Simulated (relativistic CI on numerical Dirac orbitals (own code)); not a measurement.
Computed by Dirac-Coulomb-Breit CI, orbitals from a KLI potential per configuration, model QED (radiative potential, 1s self-energy scaled to tabulated hydrogen-like ionisation energies), unscaled Slater integrals (own radial code, finite nucleus).

The strongest absorption lines from the ground level of an ion, among the configurations computed and to levels below about 1500 eV (vacuum wavelength in Å, gf): 8.3018 (0.16), 8.3162 (0.026), 10.503 (0.022), 10.676 (0.014), 10.976 (0.42), 11.014 (0.25), 130.59 (0.16), 262.87 (0.0015).

Problem. Which ion is it?
A. Ti¹⁸⁺
B. Ni²⁴⁺
C. Cr²⁰⁺
D. Fe²²⁺

Solution. D. Fe²²⁺ has 4 electrons and the ground level 2s2 1S_0; the strongest line goes to 2s 3p 1P°_1. The pattern of lines fixes the number of electrons, and along that sequence the line energies rise steadily with the charge (about as its square where n changes within one kind of shell, about linearly where n is kept but much faster in heavy ions where fine structure, which grows about as Z⁴, sets the gap, and irregularly where shells cross), which fixes Z. Configurations outside the model, such as inner-shell arrays, can give stronger lines. At this charge energies of transitions that change n are usually good to better than 1 %, and those within a shell (Δn = 0) to a few per cent.

LS names give the leading component of a level, which can be under half, so a name can repeat, a term be missing and a line seem to break the LS rules.
